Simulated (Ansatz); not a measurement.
`[SH2+][In-]([Cl])([Cl])[Cl]`, relaxed with RKS PBE0-D4/def2-TZVP in the Gaussian-basis code of Ansatz from a PBE-D4/def2-SVP geometry. The force threshold is 0.005 eV/Å; the program also tests the step.

The species carries charge 0 and has multiplicity 1. In: def2 effective core potential.

Start:

```xyz
7

S    -0.534   -0.784   -1.500
In    0.193    0.852    0.621
Cl   -0.122    3.074   -0.085
Cl   -1.370   -0.156    2.096
Cl    2.390   -0.052    0.669
H    -1.205   -1.515   -0.559
H     0.650   -1.419   -1.242
```

(1) How much energy does the relaxation release, and in how many steps? (Best estimate.)

(2) Which bonds change most? (Best estimate.)

(3) Give the relaxed structure. (Best estimate.)

Answers

(1) The calculation gave: 0.07 eV, in 6 steps.

(2) Computed: In2–Cl5 from 2.376 to 2.326 Å; In2–Cl4 from 2.374 to 2.326 Å; S1–In2 from 2.776 to 2.731 Å; In2–Cl3 from 2.353 to 2.312 Å.

(3) Computed: 
```xyz
7

S    -0.525   -0.719   -1.457
In    0.219    0.824    0.670
Cl   -0.142    2.961   -0.135
Cl   -1.319   -0.087    2.158
Cl    2.401    0.023    0.772
H    -1.229   -1.541   -0.656
H     0.594   -1.460   -1.351
```
